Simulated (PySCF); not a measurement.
## Polarisability and C₆ of Ar(3+) (argon, charge +3)

[Ne] 3s2 3p3, high-spin 4S determinant. Calculation: PySCF 2.14, in def2-QZVPPD; no relativity, point nucleus. Coupled (time-dependent) response in atomic units; α is the mean over directions.

| method | mean α (bohr³) | C₆ (like pair) | S(−4) |
| --- | --- | --- | --- |
| UHF | 3.708 | 10.07 | 5.043 |
| PBE | 3.601 | 9.774 | 4.276 |
| PBE0 | 3.611 | 9.795 | 4.371 |
| PW91 | 3.598 | 9.751 | 4.286 |
| B97-3 | 3.617 | 9.818 | 4.376 |

S(−4) is the Cauchy moment in α(ω) = α(0) + S(−4) ω² + …

α(iu) at UHF:

```tsv
u (hartree)	α(iu) (bohr³)
0	3.708
0.0500	3.696
0.100	3.659
0.200	3.523
0.300	3.328
0.500	2.860
0.750	2.281
1.00	1.797
1.50	1.143
2.00	0.7748
3.00	0.4234
5.00	0.1923
```

A single London oscillator, α(iu) = α/(1 + u²/ω²), gives C₆ = (3/4) ω α². Matching the computed C₆ needs ω = 4 × 10.07 / (3 × 3.708²) = 0.977 hartree.

For an ion, C₆ is the dispersion term alone; charge-induced terms of lower order in 1/R come first.
